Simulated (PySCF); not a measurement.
## Mayer bond orders and bond lengths

C₉H₁₀N₂.
Atom-mapped SMILES: `[CH:1]#[C:2][CH2:3][n:4]1[n:5][c:6]([CH:7]=[CH2:8])[cH:9][c:10]1[CH3:11]` (hydrogens: H12 on C1; H13, H14 on C3; H15 on C7; H16, H17 on C8; H18 on C9; H19, H20, H21 on C11)

Structure used (GFN2-xTB), in Å, numbered top down from 1:
```
atom  x, y, z in Å
C1    -3.222    1.530    1.428
C2    -2.691    1.151    0.424
C3    -2.007    0.674   -0.766
N4    -0.668    0.238   -0.468
N5     0.372    0.950   -0.885
C6     1.458    0.327   -0.439
C7     2.773    0.852   -0.727
C8     3.913    0.324   -0.299
C9     1.083   -0.824    0.290
C10   -0.291   -0.848    0.253
C11   -1.271   -1.810    0.819
H12   -3.702    1.874    2.295
H13   -2.580   -0.149   -1.211
H14   -1.920    1.490   -1.490
H15    2.770    1.745   -1.336
H16    3.940   -0.563    0.311
H17    4.865    0.763   -0.545
H18    1.726   -1.533    0.768
H19   -0.754   -2.528    1.451
H20   -2.022   -1.291    1.413
H21   -1.782   -2.355    0.023
```

Bond orders from the PBE0/pcSseg-1 density (PySCF). Isolated species at its GFN2-xTB geometry (one conformer only).

Q: How far do the computed orders between heavy atoms stray from the drawn ones?

A: The largest departure is 0.461, at C10–N4 (drawn aromatic, 1.039), counting aromatic bonds as 1.5. Drawn single, order above 1.12: C6–C7 (1.134). Drawn double or triple, more than 0.30 short of the drawn order: C1–C2 (2.593). The bonds drawn aromatic range from 1.04 to 1.46.

Q: Set the Mayer orders of the bonds beside their lengths.

A: 
| bond | drawn as | length (Å) | Mayer order |
| --- | --- | --- | --- |
| C1–C2 | triple | 1.196 | 2.593 |
| C2–C3 | single | 1.453 | 1.050 |
| C3–N4 | single | 1.440 | 0.933 |
| N4–N5 | aromatic | 1.328 | 1.210 |
| N5–C6 | aromatic | 1.329 | 1.463 |
| C6–C7 | single | 1.445 | 1.134 |
| C7–C8 | double | 1.327 | 1.931 |
| C6–C9 | aromatic | 1.413 | 1.260 |
| C9–C10 | aromatic | 1.375 | 1.447 |
| C10–C11 | single | 1.485 | 1.100 |
| C10–N4 | aromatic | 1.356 | 1.039 |
| C1–H12 | single | 1.049 | 1.136 |
| C3–H13 | single | 1.097 | 0.917 |
| C3–H14 | single | 1.094 | 0.912 |
| C7–H15 | single | 1.081 | 0.934 |
| C8–H16 | single | 1.077 | 0.950 |
| C8–H17 | single | 1.076 | 0.941 |
| C9–H18 | single | 1.070 | 0.983 |
| C11–H19 | single | 1.086 | 0.949 |
| C11–H20 | single | 1.090 | 0.928 |
| C11–H21 | single | 1.091 | 0.935 |

Bonds between the same two heavy elements. C–C: lowest C2–C3 (1.050, 1.453 Å), highest C1–C2 (2.593, 1.196 Å); in 1 of the 21 pairs the longer bond (by over 0.003 Å) has the higher order (by 0.02 or more). C–N: lowest C3–N4 (0.933, 1.440 Å), highest N5–C6 (1.463, 1.329 Å).

Q: Sum the orders of all bonds at each heavy atom with more than one neighbour and set the sums beside the valence in the SMILES.

A: C1 3.729 (drawn 4), C2 3.643 (drawn 4), C3 3.812 (drawn 4), N4 3.182 (drawn 3), N5 2.673 (drawn 3), C6 3.857 (drawn 4), C7 3.999 (drawn 4), C8 3.822 (drawn 4), C9 3.690 (drawn 4), C10 3.586 (drawn 4), C11 3.912 (drawn 4). Orders between atoms that aren't bonded are not in these sums.

For a closed shell the Mayer order of atoms A and B is Σ (PS)μν (PS)νμ over the basis functions μ on A and ν on B, with P the density and S the overlap matrix.
